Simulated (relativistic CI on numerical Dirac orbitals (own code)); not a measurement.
**One change at a time: Pb XXXVIII**

Base calculation: Dirac-Coulomb-Breit CI, KLI orbitals optimised for each configuration, QED by a radiative potential, unscaled Slater integrals.

CI space (outside the closed core [Ar] 3d10): 4s²4p⁶4d⁹, 4s²4p⁶4d⁸4f, 4s²4p⁵4d¹⁰, 4s4p⁶4d¹⁰, 4s²4p⁵4d⁹4f, 4s4p⁶4d⁹4f, 4s²4p⁶4d⁸5s, 4s²4p⁶4d⁷4f5s, 4s²4p⁶4d⁸5p, 4s²4p⁵4d⁹5s, 4s²4p⁶4d⁸5f, 4s²4p⁶4d⁷5s5p, 4p⁶4d¹⁰4f, 4s²4p⁵4d⁹5d, 4s4p⁶4d⁹5s, 4s²4p⁶4d⁸6p, 4p⁶4d¹⁰5p, 4p⁶4d⁹4f², 4p⁶4d⁸4f³, 4p⁵4d¹⁰4f², 4p⁵4d⁹4f³, 4p⁶4d⁸4f²5s, 4p⁶4d¹⁰5s, 4p⁵4d¹⁰4f5s, 4p⁶4d⁹5s², 4p⁶4d⁸4f5s², 4p⁵4d¹⁰5s², 4p⁵4d⁹4f5s². Double excitations out of closed p, d and f shells are left out; levels of such configurations are missing from the list, as are those of other unlisted configurations, and high levels can miss mixing partners. These lack a partner that the ground configuration has and come out too high: 4s²4p⁶4d⁸5p, 4s²4p⁵4d⁹5s, 4s²4p⁶4d⁸5f, 4s²4p⁵4d⁹5d, 4s²4p⁶4d⁸6p.

The lowest level and the first level of each name with at least 55 % of one term (blank where a level has no safe partner in the second run):

```tsv
Level	Base (cm⁻¹)	Shift (cm⁻¹)
4s²4p⁶4d⁹ ²D5/2	0	0
4s²4p⁶4d⁹ ²D3/2	237484	-1161
4s²4p⁵4d¹⁰ ²P°3/2	1822040	-7590
4s²4p⁶4d⁸4f ⁴I°15/2	1938478	-14205
4s²4p⁶4d⁸4f ⁴H°13/2	1957541	-13628
4s²4p⁶4d⁸4f ⁴F°3/2	2075854	-13914
4s²4p⁶4d⁸4f ⁴I°11/2	2124243	-14123
4s²4p⁶4d⁸4f ²K°13/2	2145576	-14203
4s²4p⁶4d⁸4f ²K°15/2	2203811	-14207
4s²4p⁶4d⁸4f ²I°11/2	2226947	-14157
```

At this charge energies of transitions that change n are usually good to better than 1 %, and those within a shell (Δn = 0) to a few per cent.

(1) One thing was changed in a second run, which moved the levels as shown. Which?
A. configuration mixing switched off
B. P86 correlation estimate
C. only the first 3 configurations
D. Breit term removed
E. QED terms removed

## Answers

(1) C. Only the first 3 configurations. With fewer configurations the levels that remain lose their mixing partners.

LS names give the leading component of a level, which can be under half, so a name can repeat, a term be missing and a line seem to break the LS rules.
